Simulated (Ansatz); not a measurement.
One change: `N[SiH2]C(Cl)Cl` becomes `[AlH2][CH2]C(Cl)Cl`.

Ansatz, PBE0-D4/def2-TZVP geometries, multiplicity 1. Each molecule was computed in one conformer, which needn't be the lowest.

```json
{"property": "LUMO energy (B3LYP/def2-TZVPP) / eV", "`N[SiH2]C(Cl)Cl`": "-0.36"}
{"property": "size of the dipole moment (B3LYP/def2-TZVPP) / D", "`N[SiH2]C(Cl)Cl`": "2.61"}
{"property": "HOMO energy (B3LYP/def2-TZVPP) / eV", "`N[SiH2]C(Cl)Cl`": "-7.36"}
{"property": "HOMO energy (ωB97M-V/def2-TZVPP) / eV", "`N[SiH2]C(Cl)Cl`": "-9.85"}
{"property": "HOMO–LUMO gap (PBE/def2-TZVPP) / eV", "`N[SiH2]C(Cl)Cl`": "5.06"}
{"property": "HOMO–LUMO gap (PBE0/def2-TZVPP) / eV", "`N[SiH2]C(Cl)Cl`": "7.48"}
```

**Question.** Give the same properties after the change, and the shifts. (Estimate.)

**Answer.** The calculation gave: 
```csv
property,`[AlH2][CH2]C(Cl)Cl`,shift
LUMO energy (B3LYP/def2-TZVPP) / eV,-1.34,-0.98
size of the dipole moment (B3LYP/def2-TZVPP) / D,1.21,-1.40
HOMO energy (B3LYP/def2-TZVPP) / eV,-7.74,-0.38
HOMO energy (ωB97M-V/def2-TZVPP) / eV,-10.14,-0.29
HOMO–LUMO gap (PBE/def2-TZVPP) / eV,4.55,-0.51
HOMO–LUMO gap (PBE0/def2-TZVPP) / eV,6.87,-0.61
```

With PBE0 the HOMO falls by 0.38 eV and the LUMO falls by 0.99 eV, so the gap narrows by about 0.61 eV. PBE moves the HOMO by -0.50 eV and ωB97M-V by -0.29 eV. Dipoles are sizes alone; their direction can turn.

B3LYP here is the variant with VWN-RPA as its local correlation; programs differ in this.
